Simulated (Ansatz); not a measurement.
CH$_{2}$F$_{2}$, charge +1, doublet, at a GFN2-xTB geometry (a state made from the parent by changing its charge; the spin is typed, not shown lowest). Base run: CCSD/pcseg-1 (Ansatz, a program for electronic structure).

Here is a job for Ansatz.
Ansatz 0.2 input:
```yaml
crystal:
  periodic: [false, false, false]
  atoms:
    - {symbol: F, position_ang: [-1.07551627, -0.28900724, -0.02479725]}
    - {symbol: C, position_ang: [-0.00385664, 0.44566374, 0.05107919]}
    - {symbol: F, position_ang: [1.08034257, -0.26870898, -0.03912469]}
    - {symbol: H, position_ang: [-0.00338754, 1.07247148, 1.00968852]}
    - {symbol: H, position_ang: [-0.01690937, 1.27299208, -0.74086619]}
basis:
  gaussian:
    orbitals: pcseg-1.json
total_charge: 1
magnetization: {spin_polarized: true, initial_magnetization: 1}
correlation: {method: ccsd}
```
The basis file holds pcseg-1 in the JSON format of the Basis Set Exchange.

The base run was repeated with changes; each row names its change, and settings that it needs were set with it.

```csv
change,ΔE vs base (mEh),MP2 correlation (Eh),CC correlation without the perturbative part (Eh),basis functions
base,0.000,-0.50803,-0.51667,52
diis_vectors = 2,0.000,-0.50803,-0.51667,52
method = rpa,-33.677,-,-,52
method = ccsd_t,-13.285,-0.50803,-0.51667,52
method = bccd_t,-13.703,-0.50803,-0.51442,52
"fitting = cc-pVTZ-JKFIT (mean field), cc-pVTZ-RIFIT (correlation)",0.089,-0.50800,-0.51667,52
method = mp2,8.645,-0.50803,-,52
lower_state_search = off,0.000,-0.50803,-0.51667,52
method = bccd,2.252,-0.50803,-0.51442,52
diis_vectors = 4,0.000,-0.50803,-0.51667,52
```
